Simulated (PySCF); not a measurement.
PySCF 2.14 output of an unrestricted B3LYP calculation on a single atom or ion in aug-cc-pVQZ-X2C (10s9p7d4f2g, 118 functions), with the spin-free X2C one-electron Hamiltonian (Gaussian nucleus):

```
SCF conv_tol = 1e-09
number electrons alpha = 29  beta = 27
    P. J. Stephens, F. J. Devlin, C. F. Chabalowski, and M. J. Frisch.,  J. Phys. Chem. 98, 11623 (1994)
cycle= 1 E= -8134.78534463424  delta_E= -0.00443  |g|= 0.00751  |ddm|= 3.33
cycle= 2 E= -8134.78542273542  delta_E= -7.81e-05  |g|= 0.0023  |ddm|= 0.252
cycle= 3 E= -8134.78542900187  delta_E= -6.27e-06  |g|= 0.000505  |ddm|= 0.0941
cycle= 4 E= -8134.78543062694  delta_E= -1.63e-06  |g|= 0.000207  |ddm|= 0.0135
cycle= 5 E= -8134.78543123422  delta_E= -6.07e-07  |g|= 6.88e-05  |ddm|= 0.00932
cycle= 6 E= -8134.78543129819  delta_E= -6.4e-08  |g|= 5.12e-06  |ddm|= 0.00394
cycle= 7 E= -8134.78543129838  delta_E= -1.92e-10  |g|= 9.93e-07  |ddm|= 0.000284
converged SCF energy = -8134.78543129838  <S^2> = 2.0000518  2S+1 = 3.0000345
```

The run itself started from symmetry-adapted Hartree-Fock orbitals and held the occupation by maximum overlap, on a logarithmic radial grid, so the iterations belong to that start.

Problem. Which element, charge and spin multiplicity is this?

Solution. Ba (barium, neutral), multiplicity 3; the state was [Xe] 6s1 6p1, high-spin 3P determinant (an excited configuration).

Spin-orbit coupling, absent here, splits the open shell strongly.
